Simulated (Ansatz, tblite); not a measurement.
Spin states of the cluster ZrSe2⁺, each relaxed with PBE0-D4/def2-TZVP in Ansatz. Electronic energies in the gas phase.

In the def2 sets Zr takes a core potential; there is no spin–orbit coupling. The xTB rows come from tblite. Correlated methods freeze 18 core orbitals; core or outer-core shells of Zr, Se are correlated, in sets that lack core-valence functions. In CCSD on the charge 1 quartet the largest single amplitude is 0.18, so its Hartree–Fock determinant may place the open shell otherwise than the density functionals do. The structure comes from a short search, and lower isomers may exist.

Doublet geometry (C2v within 0.1 Å):

Cartesian coordinates in Å:
```
Zr -1.063 0.371 0.858
Se 1.244 0.597 0.116
Se -0.181 -0.968 -0.973
```

Quartet geometry (C2v within 0.1 Å):

```
atom   x (Å)   y (Å)   z (Å)
 Zr1   0.151  -0.495  -1.475
 Se2  -1.071  -0.279   0.812
 Se3   0.920   0.774   0.663
```

Only these spin states were relaxed. Higher spins weren't run and may lie lower.

```tsv
level	quartet − doublet (kcal/mol)	lowest of these
HF/def2-TZVP	1.3	doublet
LDA (SPW92)/def2-TZVP	32.7	doublet
RPA@PBE/def2-TZVP	26.5	doublet
CCSD/def2-TZVP	22.8	doublet
```

Estimate the rows for GFN1-xTB, PBE-D4/def2-TZVP, PBE0-D4/def2-TZVP, CCSD(T)/def2-TZVP.


```csv
level,quartet − doublet (kcal/mol),lowest of these
GFN1-xTB,28.9,doublet
PBE-D4/def2-TZVP,27.9,doublet
PBE0-D4/def2-TZVP,23.1,doublet
CCSD(T)/def2-TZVP,28.5,doublet
```

The xTB methods have no spin-polarisation term.

How do the metal–ligand distances follow the spin state?


```csv
state,donor atoms,mean metal–ligand distance (Å),range (Å),Mulliken spin on the metal (PBE0)
doublet,2,2.433,2.43–2.43,1.24
quartet,2,2.602,2.60–2.60,2.08
```

⟨S²⟩ at PBE0-D4/def2-TZVP: doublet 0.78 (pure 0.75), quartet 3.76 (pure 3.75).
